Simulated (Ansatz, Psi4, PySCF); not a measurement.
Molecule: SF3 (charge +1, singlet). SMILES: F[S+](F)F
Coordinates optimised at B3LYP-D3(BJ)/def2-TZVP (Ansatz, a program for electronic structure):
```
S
F 1 1.5137
F 1 1.5137 2 99.66
F 1 1.5137 2 99.66 3 101.63
```
Charge +1, spin multiplicity 1.

Property: vertical triplet-singlet gap, E(triplet) - E(singlet), in eV. Set-up: frozen cores in correlated levels; open shells spin-unrestricted; non-relativistic; each state is the SCF solution reached for its charge and spin; 6-311+G** with 5d, 6d on Na to Ar in Ansatz; no dispersion term unless named; 6-31G* and kin with 6d, 5d where marked; no spin-orbit coupling. Ab initio and DFT rows: single points at B3LYP-D3(BJ) geometries (Ansatz). Levels can end on unlike triplets.

```csv
level,program,"vertical triplet-singlet gap, E(triplet) - E(singlet) (eV)"
HF/6-31G*,Ansatz,6.82
HF/6-311+G**,Ansatz,6.60
PBE/6-31G*,Ansatz,6.65
PBE/6-311+G**,Ansatz,6.54
B3LYP/STO-3G,Ansatz,7.17
B3LYP/3-21G,Ansatz,7.13
B3LYP/6-31G*,Ansatz,6.87
B3LYP/6-311+G**,Ansatz,6.75
wB97X-D/6-31G*,Psi4,7.00
MP2/6-31G*,Ansatz,7.24
MP2/6-311+G**,Ansatz,7.05
PBE0/def2-TZVPD,Ansatz,6.56
M06-2X/def2-TZVPD,PySCF,6.90
wB97M-V/def2-TZVPD,Ansatz,6.97
```

No value to compare with is used here. The 11 habitual levels span 6.54 (PBE/6-311+G**) to 7.24 eV (MP2/6-31G*); M06-2X/def2-TZVPD gives 6.90.

The levels are drawn from those run, B3LYP/6-31G* more often than the rest, none by its result; left out are runs that failed, that the program found above a lower state of the same kind, or whose <S^2> lies over 0.5 above the pure value.
